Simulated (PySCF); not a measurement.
H₆InN₃. Atoms are numbered in the order given.

```xyz
10

In     0.0133    -0.0039     0.0000
N      0.0828     2.0504     0.0000
H     -0.3261     2.4934     0.8222
H     -0.3261     2.4934    -0.8222
N     -0.1186    -1.0103     1.7872
H      0.3112    -0.5333     2.5790
H      0.2300    -1.9681     1.7780
N     -0.1186    -1.0103    -1.7872
H      0.2300    -1.9681    -1.7780
H      0.3112    -0.5333    -2.5790
```
Charge 0, spin multiplicity 1.

The structure is a stationary point at B3LYP-D3(BJ)/def2-SVP. The structure was generated by enumeration; whether it is a known compound was not checked. The def2 effective core potentials stand for the cores of In; spin–orbit coupling is left out. One conformer was computed; it need not be the lowest.

All values below come from PySCF with B3LYP/def2-TZVP.

ESP charges are fitted to the potential on shells at 1.4 to 2.0 van der Waals radii. Atomic charges (e):

```json
[
 {"atom": "In1", "ESP fit": "0.98", "Mulliken": "?"},
 {"atom": "N2", "ESP fit": "-1.07", "Mulliken": "?"},
 {"atom": "H3", "ESP fit": "0.36", "Mulliken": "?"},
 {"atom": "H4", "ESP fit": "0.36", "Mulliken": "?"},
 {"atom": "N5", "ESP fit": "-0.94", "Mulliken": "?"},
 {"atom": "H6", "ESP fit": "0.31", "Mulliken": "?"},
 {"atom": "H7", "ESP fit": "0.31", "Mulliken": "?"},
 {"atom": "N8", "ESP fit": "-0.94", "Mulliken": "?"},
 {"atom": "H9", "ESP fit": "0.31", "Mulliken": "?"},
 {"atom": "H10", "ESP fit": "0.31", "Mulliken": "?"}
]
```

Fill in the missing entries. (Estimate from the structure and the level; the computed values follow.)


- In1, Mulliken: 0.89
- N2, Mulliken: -0.74
- H3, Mulliken: 0.22
- H4, Mulliken: 0.22
- N5, Mulliken: -0.73
- H6, Mulliken: 0.22
- H7, Mulliken: 0.22
- N8, Mulliken: -0.73
- H9, Mulliken: 0.22
- H10, Mulliken: 0.22
